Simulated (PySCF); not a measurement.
**Polarisability and C₆ of Hg⁺ (mercury, charge +1)**

[Xe] 4f14 5d10 6s1, 2S determinant. Calculation: PySCF 2.14, in x2c-TZVPPall with one added diffuse shell each of s, p, d, f type (12s8p8d4f1g, 113 functions); the spin-free X2C one-electron Hamiltonian (Gaussian nucleus). Coupled (time-dependent) response in atomic units; α is the mean over directions.

```json
{"method": "BP86", "mean α (bohr³)": "19.16", "C₆ (like pair)": "146.0", "S(−4)": "137.2"}
```

S(−4) is the Cauchy moment in α(ω) = α(0) + S(−4) ω² + …

α(iu) at BP86:

| u (hartree) | α(iu) (bohr³) |
| --- | --- |
| 0 | 19.16 |
| 0.0500 | 18.83 |
| 0.100 | 17.93 |
| 0.200 | 15.37 |
| 0.300 | 12.89 |
| 0.500 | 9.389 |
| 0.750 | 6.847 |
| 1.00 | 5.293 |
| 1.50 | 3.491 |
| 2.00 | 2.491 |
| 3.00 | 1.452 |
| 5.00 | 0.6650 |

A single London oscillator, α(iu) = α/(1 + u²/ω²), gives C₆ = (3/4) ω α². Matching the computed C₆ needs ω = 4 × 146.0 / (3 × 19.16²) = 0.530 hartree.

For an ion, C₆ is the dispersion term alone; charge-induced terms of lower order in 1/R come first.

Spin-orbit coupling, which splits the p, d and f shells strongly at this Z, is absent.
